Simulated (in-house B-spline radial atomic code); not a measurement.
Successive ionisation energies of boron; each step leads to the configuration of the next row (after the last: bare). Dirac energy differences include first-order Breit, QED and recoil terms. NIST's values go from ground level to ground level; the uncertainty of those that are theory runs from under 0.1 % in few-electron ions to several per cent in heavy many-electron ones. Computed with a radial B-spline atomic code at the basis-set limit: Dirac-Hartree-Fock, jj configuration that fills j = l - 1/2 first, finite nuclei.

A number in brackets counts the electrons of a j subshell.

```
ion      configuration  ionisation energy (eV)  tabulated value (eV)  computed minus tabulated (eV)  highest orbital  largest mean radius (bohr)
  B  [He] 2s2 2p1/2(1)                     7.9              8.298019                           -0.4            2p1/2                      2.2046
 B+           [He] 2s2                    23.4              25.15483                           -1.7            2s1/2                      1.7976
B2+           [He] 2s1                    37.8              37.93059                           -0.1            2s1/2                      1.6355
B3+                1s2                   258.1              259.3744                           -1.2            1s1/2                     0.32436
B4+                1s1                   340.2               340.226                            0.0            1s1/2                     0.29987
```

Question: Where is the largest jump?

Answer: From B2+ to B3+, by a factor of 6.82 (37.825 to 258.15 eV); the highest orbital goes from 2s1/2 to 1s1/2.

Question: How far is this level of theory from the measured and semi-empirical values?

Answer: Over those 3 rows the differences run from -1.71 to -0.106 eV (mean absolute value 0.73 eV). The calculation leaves out correlation and, in open shells, the multiplet splittings that an average leaves out.
